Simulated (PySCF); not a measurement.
# Iron: a sound run and one with changed settings

Sound run: Fe²⁺ [Ar] 3d6, Fe³⁺ [Ar] 3d5. Calculation: PySCF 2.14, in jorge-DZP-DKH (8s6p2d1f, 43 functions); the spin-free X2C one-electron Hamiltonian (Gaussian nucleus). In the sound run the correlated levels freeze [Ar]. The sound run starts from symmetry-adapted Hartree-Fock orbitals and uses a fine grid where one is needed.

Changed run: the non-relativistic Hamiltonian (point nucleus). This setting is unsound on purpose.

| species | method | sound run (hartree) | changed run (hartree) | converged |
| --- | --- | --- | --- | --- |
| Fe²⁺ | UHF | -1270.50067 | -1259.57766 | yes |
| Fe²⁺ | PBE | -1271.42505 | -1260.45340 | yes |
| Fe²⁺ | LDA | -1269.10279 | -1258.22263 | yes |
| Fe²⁺ | MP2 | -1270.57596 | -1259.65219 | yes |
| Fe³⁺ | UHF | -1269.45806 | -1258.52784 | yes |
| Fe³⁺ | PBE | -1270.26725 | -1259.28880 | yes |
| Fe³⁺ | LDA | -1267.93753 | -1257.05068 | yes |
| Fe³⁺ | MP2 | -1269.49380 | -1258.56327 | yes |

Ionisation energy of Fe²⁺:

| method | sound run (eV) | changed run (eV) |
| --- | --- | --- |
| UHF | 28.371 | 28.567 |
| PBE | 31.505 | 31.690 |
| LDA | 31.709 | 31.890 |
| MP2 | 29.447 | 29.631 |
| SCS-MP2 | 29.472 | 29.656 |

Most of the change in total energy is the relativistic energy itself. On top of that the contraction fixes the core shape for the Hamiltonian it was made with, so the changed run is not a good calculation with the other Hamiltonian either.

For comparison, NIST gives 30.651 ± 0.012 eV between the lowest levels.
